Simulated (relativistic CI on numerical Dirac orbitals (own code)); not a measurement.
# Hyperfine structure of As24+, mass number 75

Method of calculation: Dirac-Coulomb-Breit CI, separate exchange-only KLI orbitals for each configuration, a model potential for QED, unscaled Slater integrals (own radial code, finite nucleus).

CI space (outside the closed core 1s2): 2s2 2p5, 2s 2p6, 2p6 3s, 2p6 3p, 2p6 3d, 2s2 2p4 3s, 2s2 2p4 3p, 2s2 2p4 3d, 2s 2p5 3s, 2s 2p5 3p, 2s 2p5 3d, 2s2 2p4 4s, 2s2 2p4 4p, 2s2 2p4 4d, 2s2 2p4 4f, 2s 2p5 4s. Levels of other configurations are missing.

Nuclear spin I = 3/2, μ = 1.4383 μN, Q = 0.311 b (tables of Stone and Pyykkö). The electronic factors are computed for point nuclear moments, without core polarisation or the Bohr-Weisskopf and QED corrections.

```
            Level   E (eV)  A (GHz)  B (GHz)
  2s2 2p5 2P°_3/2     0.00    56.06    -33.1
  2s2 2p5 2P°_1/2    37.48    301.5         
    2s 2p6 2S_1/2   200.67    981.8         
2s2 2p4 3s 4P_5/2  1395.58    93.87     17.7
2s2 2p4 3s 2P_3/2  1400.20    13.95     6.26
2s2 2p4 3s 4P_3/2  1431.04    75.62    -15.9
2s2 2p4 3s 2P_1/2  1434.69   -80.44         
2s2 2p4 3s 2D_5/2  1443.66    147.9    -51.8
```

Levels with J = 0, under 50 % of one LS term, or S terms without an open s electron are left out. Small factors come from cancelling terms and can be off by tens of per cent or more.

At this charge energies of transitions that change n are usually good to better than 1 %, and those within a shell (Δn = 0) to a few per cent.

Q: Give the hyperfine levels of 2s2 2p5 2P°_1/2 relative to its centre of gravity.

A: With K = F(F + 1) − I(I + 1) − J(J + 1), E = AK/2: F = 1: -376.9, F = 2: 226.2 GHz.

LS names give the leading component of a level, which can be under half, so a name can repeat, a term be missing and a line seem to break the LS rules.
